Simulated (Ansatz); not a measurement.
Reaction (hydrogenolysis of the Sn–C bond): `[CH3][SnH2][Cl]` + H₂ → `[Cl][SnH3]` + CH₄

Calculated with Ansatz (gas phase, PBE0-D4/def2-TZVP geometries, no zero-point term in ΔE). CCSD(T)/CBS adds triple-zeta CCSD(T) − MP2 to the extrapolated MP2 energy (def2 sets, frozen cores). This one scheme is used for every species. Functionals use def2-TZVPP. B3LYP here is the variant with VWN-RPA as its local correlation; programs differ in this. def2 core potentials past Kr. For Sn outer-core shells are correlated without core-valence functions, which leaves a few kJ/mol of doubt a bond.

**Question.** Is it downhill or uphill in electronic energy at CCSD(T)/CBS, and by how much? (Estimate.)

**Answer.** Ansatz gave: Downhill: ΔE = -28.5 kJ/mol.

**Question.** What do these levels give: LDA (SPW92), revPBE-D4, B97M-V, B3LYP-D4, ωB97X-V, B2PLYP, B3LYP, r2SCAN0, BHLYP, MP2/def2-SVP, CCSD/def2-SVP, MP2/def2-QZVPP? (Estimate.)

**Answer.** Computed: LDA (SPW92) -38.4, revPBE-D4 -30.4, B97M-V -49.0, B3LYP-D4 -37.9, ωB97X-V -38.1, B2PLYP -39.1, B3LYP -45.4, r2SCAN0 -40.0, BHLYP -49.4, MP2/def2-SVP -44.1, CCSD/def2-SVP -53.2, MP2/def2-QZVPP -22.6 kJ/mol.

Largest T1 diagnostic among the species: 0.012.

From BLYP to BHLYP (50 % exact exchange), in def2-TZVPP and without D4, ΔE moves by −6.2 kJ/mol. The D4 term adds +7.5 kJ/mol with B3LYP and +4.1 kJ/mol with PBE0; it sums over pairs of atoms, weighted by their polarisabilities, and B3LYP, whose exchange is more repulsive, gets the larger term. Leaving LDA and LC-ωPBE aside and taking each functional with its dispersion term where it has one, the values spread over 18.7 kJ/mol, from B97M-V to revPBE-D4.
